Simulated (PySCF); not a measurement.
## How methods differ on the ionisation energy of Ar⁺

Ar⁺ [Ne] 3s2 3p5 (2P) → Ar²⁺ [Ne] 3s2 3p4 (3P), as a difference of total energies. Computed with PySCF 2.14 in aug-cc-pCVTZ-DK (8s7p5d3f, 75 functions), with scalar relativity by spin-free X2C-1e. Correlated levels: valence and next inner shell: 1s2 frozen. The calculations carry no spin-orbit coupling.

```tsv
method	ionisation energy (eV)	plus first-order spin-orbit estimate	error of that sum (eV)
UHF	26.352	26.345	-1.285
MP2 (valence and next inner shell)	27.394	27.387	-0.243
SCS-MP2 (valence and next inner shell)	27.384	27.377	-0.253
CCSD (valence and next inner shell)	27.350	27.343	-0.287
CCSD(T) (valence and next inner shell)	27.390	27.383	-0.247
```

Reference: 27.630 eV (measured; NIST Atomic Spectra Database, ionization energies).

A first-order spin-orbit estimate (lowest level to lowest level, LS coupling) adds -0.007 eV.

Errors of the correlated levels include the incompleteness of this basis and the frozen core.
